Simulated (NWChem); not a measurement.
System meant: C₄H₂BCl; SMILES C#CB(Cl)C#C

The following NWChem deck was run.

```
start job
memory heap 200 mb stack 900 mb global 1100 mb
geometry units angstroms noautoz
  B      0.006150    -0.000086     0.000000
  C      0.746716     1.326284     0.000000
  C      1.357245     2.394616     0.000000
  H      1.889692     3.337088     0.000000
  C      0.744405    -1.327743     0.000000
  C      1.353061    -2.397143     0.000000
  H      1.883723    -3.340633     0.000000
  Cl    -1.765449     0.001400     0.000000
end
basis spherical
  * library def2-svp
end
dft
  xc pbe0
  iterations 4
  mulliken
end
task dft energy
```

End of the output:

```
    Atom       Charge   Shell Charges
 -----------   ------   -------------------------------------------------------
    1 B    5     5.26   1.96  0.54  0.25  1.45  0.79  0.26
    2 C    6     6.05   1.97  0.65  0.34  1.82  1.23  0.05
    3 C    6     5.98   1.97  0.64  0.35  1.77  1.20  0.05
    4 H    1     0.94   0.60  0.27  0.08
    5 C    6     6.05   1.97  0.65  0.34  1.82  1.23  0.05
    6 C    6     5.98   1.97  0.64  0.35  1.77  1.20  0.05
    7 H    1     0.94   0.60  0.27  0.08
    8 Cl  17    16.78   2.00  1.95  1.02  0.73  5.82  2.24  2.99  0.02

 center of mass
 --------------
 x =   0.00000000 y =   0.00000000 z =  -0.10725412

 moments of inertia (a.u.)
 ------------------
         617.809044973148           0.000000000000          -0.000000000000
           0.000000000000        1340.947705421095           0.000000000000
          -0.000000000000           0.000000000000         723.138660447947

     Multipole analysis of the density
     ---------------------------------

     L   x y z        total         alpha         beta         nuclear
     -   - - -        -----         -----         ----         -------
     0   0 0 0     -0.000000    -24.000000    -24.000000     48.000000

     1   1 0 0      0.000000      0.000000      0.000000      0.000000
     1   0 1 0     -0.000000     -0.000000     -0.000000      0.000000
     1   0 0 1      0.655360      0.327680      0.327680      0.000000

     2   2 0 0    -21.537227   -211.302630   -211.302630    401.068034
     2   1 1 0     -0.000000     -0.000000     -0.000000      0.000000
     2   1 0 1     -0.000000     -0.000000     -0.000000     -0.000000
     2   0 2 0    -30.906983    -15.453491    -15.453491      0.000000
     2   0 1 1      0.000000      0.000000      0.000000      0.000000
     2   0 0 2    -28.677683   -172.880040   -172.880040    317.082397

 ------------------------------------------------------------------------
 dft energy failed                                                                                  0
 ------------------------------------------------------------------------
 ------------------------------------------------------------------------
  current input line :
    21: task dft energy
 ------------------------------------------------------------------------
 ------------------------------------------------------------------------
 This type of error is most commonly associated with calculations not reaching convergence criteria
 ------------------------------------------------------------------------
 For more information see the NWChem manual at https://nwchemgit.github.io

0:dft energy failed:Received an Error in Communication
```

**Question.** What is wrong, and how is it mended?

**Answer.** Convergence was not reached. Cause: the SCF was allowed too few iterations. This input runs:
```
start job
memory heap 200 mb stack 900 mb global 1100 mb
geometry units angstroms noautoz
  B      0.006150    -0.000086     0.000000
  C      0.746716     1.326284     0.000000
  C      1.357245     2.394616     0.000000
  H      1.889692     3.337088     0.000000
  C      0.744405    -1.327743     0.000000
  C      1.353061    -2.397143     0.000000
  H      1.883723    -3.340633     0.000000
  Cl    -1.765449     0.001400     0.000000
end
basis spherical
  B library def2-svp
  C library def2-svp
  H library def2-svp
  Cl library def2-svp
end
dft
  xc pbe0
  iterations 150
  mulliken
end
task dft energy
```
It converges to -637.94352 Ha (PBE0/def2-SVP).
